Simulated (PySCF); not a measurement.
Computed IR spectrum (relative IR intensity) of a molecule C₄H₈O₂. Coordinates come from a B3LYP-D3(BJ)/def2-SVP optimisation. One conformer was computed; it need not be the lowest. Calculation: PySCF with B3LYP-D3(BJ)/def2-SVP. Frequencies are harmonic and unscaled.

```
ν (cm⁻¹)  relative intensity
--------  ------------------
104                      3.0
203                      3.5
302                       32
335                       59
415                       10
429                       13
792                      5.6
865                       11
940                      9.7
974                       18
1003                      12
1050                     9.9
1117                      27
1166                      10
1180                     3.2
1201                      92
1223                      47
1254                     100
1287                      43
1345                      28
1458                     4.7
1484                      12
1521                      11
2974                      50
3033                      46
3092                      14
3100                      23
3122                     2.2
3126                      22
3225                     4.1
3805                      25
```

Question: Identify the compound among the candidates.
A) CO[C@@H]1C[C@H]1O
B) CC1(O)COC1
C) CCC1OCO1
D) C[C@]1(O)C[C@@H]1O

Answer: A, CO[C@@H]1C[C@H]1O
